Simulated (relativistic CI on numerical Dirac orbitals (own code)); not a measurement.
Method of calculation: Dirac-Coulomb-Breit CI, orbitals from a KLI potential per configuration, model QED (radiative potential, 1s self-energy scaled to tabulated hydrogen-like ionisation energies), unscaled Slater integrals (own radial code, finite nucleus).

The strongest absorption lines from the ground level of an ion, among the configurations computed and to levels below about 413 eV (vacuum wavelength in Å, gf): 35.055 (0.67), 35.354 (0.074), 35.680 (0.43), 36.879 (0.028), 41.476 (2.2), 42.106 (0.11), 48.903 (0.19), 49.362 (0.069).

(1) Which ion is it?
A. S6+
B. Ti12+
C. Ar8+
D. Ca10+

Results:

(1) C. Ar8+ has 10 electrons and the ground level 2s2.2p6 1S_0; the strongest line goes to 2s2.2p5.3d 1P°_1. The pattern of lines fixes the number of electrons, and along that sequence the line energies rise steadily with the charge (about as its square where n changes within one kind of shell, about linearly where n is kept but much faster in heavy ions where fine structure, which grows about as Z⁴, sets the gap, and irregularly where shells cross), which fixes Z. Configurations outside the model, such as inner-shell arrays, can give stronger lines. At this charge configurations can still be misplaced by up to about 7 % of their energy.

LS names give the leading component of a level, which can be under half, so a name can repeat, a term be missing and a line seem to break the LS rules.
